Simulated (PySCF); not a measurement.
**Manganese: a sound run and one with changed settings**

Sound run: Mn⁺ [Ar] 3d5 4s1, Mn²⁺ [Ar] 3d5. Calculation: PySCF 2.14, in def2-TZVP (6s4p4d1f, 45 functions); the non-relativistic Hamiltonian (point nucleus). The sound run starts from symmetry-adapted Hartree-Fock orbitals and uses a fine grid where one is needed.

Changed run: 26 angular points. This setting is unsound on purpose.

| species | method | sound run (hartree) | changed run (hartree) | converged |
| --- | --- | --- | --- | --- |
| Mn⁺ | UHF | -1149.62697 | -1149.62697 | yes |
| Mn⁺ | r2SCAN | -1150.69369 | -1150.69369 | yes |
| Mn⁺ | M06-L | -1150.65752 | -1150.65752 | yes |
| Mn²⁺ | UHF | -1149.08700 | -1149.08700 | yes |
| Mn²⁺ | r2SCAN | -1150.10808 | -1150.10808 | yes |
| Mn²⁺ | M06-L | -1150.09833 | -1150.09833 | yes |

Ionisation energy of Mn⁺:

```tsv
method	sound run (eV)	changed run (eV)
UHF	14.693	14.693
r2SCAN	15.935	15.935
M06-L	15.216	15.216
```

Here the setting changes nothing at the digits shown.

For comparison, NIST gives 15.640 eV between the lowest levels.
